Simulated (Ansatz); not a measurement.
Cost and result up the ladder for (BeO)6 prism (Be₆O₆) (12 atoms). Total charge 0; singlet. Geometry: r2SCAN-D4/def2-SVP.

Cartesian coordinates in Å:
```
Be -1.489 0.696 0.181
Be 0.795 0.633 1.305
Be -0.309 -1.531 0.543
Be -0.795 -0.633 -1.305
Be 0.309 1.531 -0.543
Be 1.489 -0.696 -0.181
O -0.436 1.546 0.973
O 0.876 -0.931 1.376
O -1.665 -0.861 0.126
O -0.876 0.931 -1.376
O 1.665 0.861 -0.126
O 0.436 -1.546 -0.973
```

Ansatz on 4 threads of Arm Neoverse V1 on a shared host. Times are rough, and most runs start from the orbitals of an earlier one. PBE0-D4/def2-TZVP serves as the yardstick here, not as an exact answer. Differences are given only for rows in sets of like size (and for xTB, whose basis is part of the method), since another set adds its own error. Binding counts from free atoms at the same level (Be singlet, O triplet; other spins of the atoms weren't run), without zero-point energy or a counterpoise term.

B3LYP takes the VWN-RPA correlation. Correlated methods freeze 6 core orbitals. The rows differ in basis, and correlated rows in double-zeta sets carry the largest basis error. Another isomer (singlet) lies 0.03 eV lower at PBE-D4/def2-SVP; other spin states weren't run for this one.

Correlated methods converge slowly with the basis, most of all in double-zeta sets.

```
                         level  functions  binding energy per atom (eV)  difference from PBE0-D4/def2-TZVP (eV)
              PBE0-D4/def2-SVP        138                          5.11                                       –
PBE-D4/def2-TZVP (with forces)        300                          5.29                                    0.18
             BLYP-D4/def2-TZVP        300                          5.19                                    0.07
           r2SCAN-D4/def2-TZVP        300                          5.25                                    0.13
            B3LYP-D4/def2-TZVP        300                          5.12                                    0.00
                     HF/STO-3G         60                          3.98                                       –
               PBE-D4/def2-SVP        138                          5.31                                       –
              CCSD(T)/def2-SVP        138                          4.49                                       –
                 MP2/def2-TZVP        300                          5.20                                    0.08
             PBE0-D4/def2-TZVP        300                          5.12                                    0.00
            BHLYP-D4/def2-TZVP        300                          4.90                                   -0.22
```

(1) Estimate how long each takes.

Results:

(1) HF/STO-3G 0.35 s; PBE-D4/def2-SVP 2.6 s; PBE0-D4/def2-SVP 4.4 s; BLYP-D4/def2-TZVP 8 s; PBE-D4/def2-TZVP (with forces) 8 s; B3LYP-D4/def2-TZVP 12 s; BHLYP-D4/def2-TZVP 12 s; r2SCAN-D4/def2-TZVP 13 s; PBE0-D4/def2-TZVP 13 s; MP2/def2-TZVP 13 s; CCSD(T)/def2-SVP 76 s. On shared hardware such times vary by a factor of up to 3.
